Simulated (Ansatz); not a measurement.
The first iterations of a band of F4H4HfSi (10 atoms, charge 0, multiplicity 1).

All numbers below come from Ansatz, RKS BHLYP/def2-SVP.

```yaml
movable_images: 7
climbing_image: yes
spring: 5.0 eV/Å²
optimiser: quadratic models (default)
start_path: through a guess of the saddle point
force_threshold: 0.05 eV/Å
iteration_limit: 60
end_points: relaxed
```

Initial state:

```xyz
10
Properties=species:S:1:pos:R:3
Hf 0.298 -0.064 0.086
F 0.892 0.310 1.860
F 1.859 0.078 -0.988
F -0.905 1.246 -0.624
F -0.307 -1.858 -0.161
Si -3.145 0.067 1.284
H -3.496 -0.386 -0.075
H -3.843 -0.734 2.309
H -3.398 1.509 1.462
H -1.686 -0.167 1.500
```

Final state:

```xyz
10
Properties=species:S:1:pos:R:3
Hf -0.304 -0.020 -0.266
F -0.183 -0.811 1.956
F 1.014 1.174 0.425
F -0.724 0.690 -1.975
F 0.056 -1.863 -0.601
Si -2.793 0.359 0.924
H -3.928 -0.417 0.364
H -2.629 -0.180 2.334
H -3.225 1.766 1.119
H -1.014 -0.698 2.376
```

| iteration | highest image above the first end (eV) | largest band force component (eV/Å) |
| --- | --- | --- |
| 1 | 4.663 | 10.865 |
| 2 | 3.434 | 1.667 |
| 3 | 2.729 | 1.851 |
| 4 | 2.656 | 2.530 |
| 5 | 2.622 | 1.862 |
| 6 | 2.584 | 1.280 |
| 7 | 2.558 | 0.816 |
| 8 | 2.581 | 0.944 |

Does the band converge within its limit, and where does its top end?

It converged. It ended after 25 iterations with the highest image 2.482 eV above the first end. Neighbouring images differ by up to 1.9 eV, so the band resolves the path poorly. A vibrational analysis at the climbing image gives one clearly imaginary mode, 757i cm⁻¹: a first-order saddle point. The orbitals stay closed-shell, which can raise the energy where a bond breaks towards radicals; this wasn't checked here.

The run took 8.3 min on 4 threads of Arm Neoverse V1, on a shared host, peak memory 0.35 GiB.
